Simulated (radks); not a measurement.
Values are calculated unless marked as measured or tabulated.
Neutral silicon, configuration [Ne] 3s2 3p2.

Code: a radial shooting solver on a logarithmic mesh with Libxc functionals. Model: non-relativistic Kohn-Sham, BLYP, spin-polarised, spherical densities, point nucleus; open shells are filled with parallel spins first.

Energy parts (Ry):
total: -578.77612
kinetic: 577.98225
electron-nucleus: -1379.35473
Hartree: 264.18265
exchange-correlation: -41.58628

Orbitals (lengths in bohr, moments of r in powers of bohr; r(90%) holds 90 % of the orbital's charge):
\begin{tabular}{lrrrr}
orbital & occ. & eigenvalue (Ry) & <1/r> & r(90%) \\ \hline
1s up & 1 & -130.9903 & 13.57 & 0.199 \\
1s down & 1 & -130.9790 & 13.57 & 0.199 \\
2s up & 1 & -10.17420 & 2.566 & 0.900 \\
2s down & 1 & -10.16275 & 2.565 & 0.900 \\
2p up & 3 & -7.01208 & 2.458 & 0.906 \\
2p down & 3 & -6.99659 & 2.457 & 0.906 \\
3s up & 1 & -0.81473 & 0.6308 & 3.29 \\
3s down & 1 & -0.71145 & 0.6312 & 3.35 \\
3p up & 2 & -0.31902 & 0.4911 & 4.37 \\
3p down & 0 & -0.22744 & 0.4684 & 4.78 \\
\end{tabular}

The highest occupied level is 3p up at -4.340 eV. Virial ratio -V/T = 2.00137. The electron density at the nucleus is 1771 e/bohr^3. Summed over all electrons, <r^2> = 32.18 bohr^2, which gives a Langevin (diamagnetic) susceptibility term of -25.5 x 10^-6 cm^3/mol. Spin moment in Bohr magnetons: 2.
